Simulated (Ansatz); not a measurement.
```xyz
7

C    -0.366   -0.687   -0.421
Ge    0.820    0.819    0.006
F     1.487    0.505    1.583
F    -0.199    2.203    0.280
H    -0.887   -0.486   -1.356
H     0.220   -1.601   -0.498
H    -1.075   -0.754    0.406
```

Total charge 0; spin multiplicity 2.

Q: List the PBE0/def2-TZVPP orbital energies in eV (the Gaussian-basis code of Ansatz). (Best estimate.)

A: Ansatz gave: α occupied: -10861.36, -1359.47, -1209.32, -1209.29, -1209.27, -673.34, -673.34, -279.04, -172.31, -122.14, -122.10, -122.02, -35.43, -35.17, -34.92, -34.88, -34.85, -32.28, -31.62, -20.61, -15.52, -13.09, -12.65, -12.25, -12.25, -11.91, -11.45, -11.15, -10.54, -7.04. α empty: 0.47, 0.85, 1.17, 2.73, 2.76, 2.91, 4.92, 5.45. β occupied: -10861.32, -1359.45, -1209.27, -1209.27, -1209.25, -673.26, -673.26, -278.93, -172.24, -122.07, -122.03, -121.97, -35.37, -35.08, -34.81, -34.80, -34.78, -32.11, -31.46, -20.32, -15.09, -12.90, -12.43, -12.10, -12.09, -11.65, -11.24, -11.09, -10.05. β empty: -3.50, 1.03, 1.28, 1.39, 2.82, 2.99, 3.17, 5.36. ⟨S²⟩ = 0.753.
